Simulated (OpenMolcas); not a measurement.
# Multiplet structure of Ne+

| Property | Result |
| --- | --- |
| Program | OpenMolcas |
| Method | XMS-CASPT2, IPEA 0.25 Eh, imaginary shift 0.1 Eh (closed shells correlated: 1s) |
| Basis | ANO-RCC-VTZP [4s3p2d1f] |
| Scalar Hamiltonian | DKH2, point nucleus |
| Active space | 7 electrons in 8 orbitals (2s 2p 3s 3p) |
| State averaging | 2S+1 = 2 odd, 3 roots; 2S+1 = 2 even, 1 root |
| Spin-orbit coupling | RASSI with atomic mean-field integrals over the reference wave functions, term energies averaged over their components |

With spin-orbit coupling, above the lowest level:

```json
{"Configuration": "2s2 2p5", "Term": "2P*", "J": "3/2", "E (cm-1)": "0.0", "Measured (cm-1)": "0.0", "Term weight %": "100"}
{"Configuration": "2s2 2p5", "Term": "2P*", "J": "1/2", "E (cm-1)": "768", "Measured (cm-1)": "780", "Term weight %": "100"}
{"Configuration": "2s 2p6", "Term": "2S", "J": "1/2", "E (cm-1)": "221642", "Measured (cm-1)": "217048", "Term weight %": "100"}
```

Against the 2 measured excited levels shown (NIST Handbook of Basic Atomic Spectroscopic Data) the mean absolute deviation is 2300 cm-1; the largest miss in energy is 2s 2p6 2S 1/2: computed 221642, measured 217048 cm-1 (+2.1 %).

Spin-orbit coupling puts the lowest level 256 cm-1 below the lowest spin-free term.

Active for correlation alone: 3p 3s; no level in the range computed is led by a configuration that fills them, so any true level of that kind is missing. Computed and measured levels are paired by configuration, term and J; levels that our copy of the source lacks, or whose pairing is in doubt (as where it misses far off the trend of its configuration), stay unpaired and out of the deviations. Only configurations of the active space appear. The first state left out of the spin-orbit step lies near 410000 cm-1 above the lowest spin-free state of the reference (among the parities and spins computed), and the list stops at four fifths of that energy or lower.

The term weight is that of the spin-free term in the level, not the purity of its configuration. * marks odd parity.
